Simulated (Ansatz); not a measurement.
One change: `C[SiH2]NPS` becomes `C[SiH2]NC=S`.

Ansatz, PBE0-D4/def2-TZVP geometries, multiplicity 1. Each molecule was computed in one conformer, which needn't be the lowest.

| property | `C[SiH2]NPS` |
| --- | --- |
| HOMO–LUMO gap (PBE0/def2-TZVPP) / eV | 7.22 |
| size of the dipole moment (B3LYP/def2-TZVPP) / D | 1.92 |
| LUMO energy (ωB97M-V/def2-TZVPP) / eV | 1.67 |
| HOMO–LUMO gap (PBE/def2-TZVPP) / eV | 5.12 |
| LUMO energy (B3LYP/def2-TZVPP) / eV | -0.30 |
| HOMO energy (ωB97M-V/def2-TZVPP) / eV | -9.44 |

Task: What does the change do to each property? (Estimate.)

Result: The calculation gave: 
```json
{"property": "HOMO–LUMO gap (PBE0/def2-TZVPP) / eV", "`C[SiH2]NC=S`": "5.14", "shift": "-2.08"}
{"property": "size of the dipole moment (B3LYP/def2-TZVPP) / D", "`C[SiH2]NC=S`": "3.35", "shift": "1.43"}
{"property": "LUMO energy (ωB97M-V/def2-TZVPP) / eV", "`C[SiH2]NC=S`": "0.84", "shift": "-0.83"}
{"property": "HOMO–LUMO gap (PBE/def2-TZVPP) / eV", "`C[SiH2]NC=S`": "3.07", "shift": "-2.05"}
{"property": "LUMO energy (B3LYP/def2-TZVPP) / eV", "`C[SiH2]NC=S`": "-1.43", "shift": "-1.13"}
{"property": "HOMO energy (ωB97M-V/def2-TZVPP) / eV", "`C[SiH2]NC=S`": "-8.56", "shift": "0.88"}
```

With PBE0 the HOMO rises by 0.91 eV and the LUMO falls by 1.16 eV, so the gap narrows by about 2.07 eV. PBE moves the HOMO by 0.86 eV and ωB97M-V by 0.88 eV. Dipoles are sizes alone; their direction can turn.

B3LYP here is the variant with VWN-RPA as its local correlation; programs differ in this.
